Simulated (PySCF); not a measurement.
Working out the ionisation energy of C+

C+ [He] 2s2 2p1 (2P) → C(2+) [He] 2s2 (1S). All numbers are calculated (PySCF 2.14, the spin-free X2C one-electron Hamiltonian (Gaussian nucleus), in jorge-DZP-DKH). Frozen: 1s2. Energies in hartree (1 hartree = 27.21139 eV):

| part | C+ (lower) | C(2+) (upper) |
| --- | --- | --- |
| UHF | -37.306413 | -36.418656 |
| CCSD correlation | -0.067686 | -0.072152 |
| (T) | -0.000630 | 0.000000 |

What does Hartree-Fock give?

(-36.418656) − (-37.306413) = 0.887757 hartree = 24.157 eV.

What do CCSD and CCSD(T) give?

The CCSD correlation energies differ by -0.004466 hartree = -0.122 eV and the triples by 0.000630 hartree = 0.017 eV, so CCSD gives 24.035 eV and CCSD(T) 24.052 eV.

Measured between the centres of the two terms (NIST): 24.378 eV, so CCSD(T) (valence) is off by -0.326 eV.

A double-zeta basis recovers only part of the correlation energy.

The coupled-cluster amplitudes are large, so a single reference is strained.

What remains against the reference includes basis incompleteness, the frozen core and higher excitations.
